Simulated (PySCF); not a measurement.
Trichlorosilane, Cl3HSi.
Atom-mapped SMILES: `[Cl:1][SiH:2]([Cl:3])[Cl:4]` (hydrogens: H5 on Si2)

Geometry (PBE0-D3(BJ)/def2-TZVP, Å), atoms numbered from 1 in this order:
```xyz
5
Cl3HSi angstrom
Cl    -0.6159    1.7480   -0.8654
Si     0.0414   -0.0288   -0.1374
Cl    -1.1035   -1.5298   -0.8823
Cl     1.9750   -0.3128   -0.6852
H     -0.0547   -0.0206    1.3281
```

Computed with PySCF at wB97X-D/pcSseg-2, non-relativistic, on one gas-phase PBE0-D3(BJ)/def2-TZVP geometry that isn't relaxed in the solvent. The solvent is an IEF-PCM continuum (Bondi radii, 1.10 Å for H, scaled by 1.2). Only the electrostatic response of the medium enters.

Gas phase at wB97X-D/pcSseg-2: HOMO -11.36 eV, LUMO 1.56 eV, dipole 0.99 D.

Problem. What does the continuum do to the energy, the frontier levels and the dipole at wB97X-D/pcSseg-2 in chloroform?

Solution. 
```json
{"solvent": "chloroform", "ε": "4.711", "E(solvent) − E(gas) (kJ/mol)": "-3.42", "polarisation term (kJ/mol)": "-3.77", "distortion of the solute (kJ/mol)": "0.35", "HOMO (eV)": "-11.29", "LUMO (eV)": "1.68", "dipole (D)": "1.22"}
```

The polarisation term is half the interaction of the solute with the surface charges that it induces; the rest is the cost of distorting the solute's density. The sum is the electrostatic part of solvation alone.

Problem. Give the dipole vector in the frame of the coordinates (D, pointing from negative to positive charge), gas and chloroform.

Solution. Gas (-0.06, 0.00, 0.99), solvent (-0.08, 0.00, 1.21). Its length changes by +23 % and its direction by less than 1°.

The pairwise dispersion term of wB97X-D wasn't added to the energies; at a given geometry it leaves orbitals and properties as they are.
